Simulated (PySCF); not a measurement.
# C₆ coefficients of unlike pairs at BLYP

Calculated with PySCF 2.14 from the dipole response of each species, C₆(A,B) = (3/π) ∫ α_A(iu) α_B(iu) du, in atomic units, from isotropic polarisabilities. For ions this is the dispersion term alone; charge-induced terms of lower order in 1/R come first.

```json
{"species": "Be", "configuration": "[He] 2s2 (1S)", "basis": "aug-cc-pVQZ (6s5p4d3f2g)", "relativity": "none", "α (bohr³)": "43.35", "C₆ (like pair)": "259.5"}
{"species": "Ge", "configuration": "[Ar] 3d10 4s2 4p2 (3P)", "basis": "x2c-TZVPPall with one added diffuse shell each of s, p, d type (7s6p5d1f)", "relativity": "spin-free X2C", "α (bohr³)": "46.41", "C₆ (like pair)": "404.9"}
{"species": "S²⁺", "configuration": "[Ne] 3s2 3p2 (3P)", "basis": "dyall-acv3z (19s12p6d4f)", "relativity": "spin-free X2C", "α (bohr³)": "7.254", "C₆ (like pair)": "26.21"}
{"species": "Ni³⁺", "configuration": "[Ar] 3d7 (4F)", "basis": "def2-QZVPPD (11s6p5d4f2g)", "relativity": "none", "α (bohr³)": "1.746", "C₆ (like pair)": "4.095"}
```

Task: Estimate C₆ for Ni³⁺ with Ge.

Result: The integral gives 28.25. The combination rule 2 C_A C_B / (C_A α_B/α_A + C_B α_A/α_B) gives 26.72 and the geometric mean 40.72.

No spin-orbit coupling is included.

The other pairs:

```csv
pair,C₆
"Ge, Be",318.5
"Ni³⁺, Be",19.13
"Ni³⁺, S²⁺",9.127
"S²⁺, Be",68.51
"S²⁺, Ge",94.45
```
